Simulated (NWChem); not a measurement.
SiBrCl, singlet; SMILES Cl[Si]Br

```xyz
3

Si     1.0165    -0.6493     0.0000
Cl    -0.5028    -2.1108     0.0000
Br    -0.1609     1.3059     0.0000
```
Atoms are numbered in this order, from 1.

All runs: NWChem. Pople sets run with spherical d functions. Low-valent species are run as closed-shell singlets; no triplet was tried in these runs. Coordinates come from a B3LYP/6-31G* (spherical d) optimisation. Vzz is the largest principal value of the second derivative of the potential at the nucleus (NWChem prints the opposite sign); η is the asymmetry. Non-relativistic.

For level Hartree-Fock/cc-pVTZ:

* **Vzz Cl2 (a.u.)**: 1.502
* **Vzz Br3 (a.u.)**: 2.962

Q: What are these values for level Hartree-Fock/6-31G*?

A: 
* **Vzz Cl2 (a.u.)**: 1.533
* **Vzz Br3 (a.u.)**: 2.877
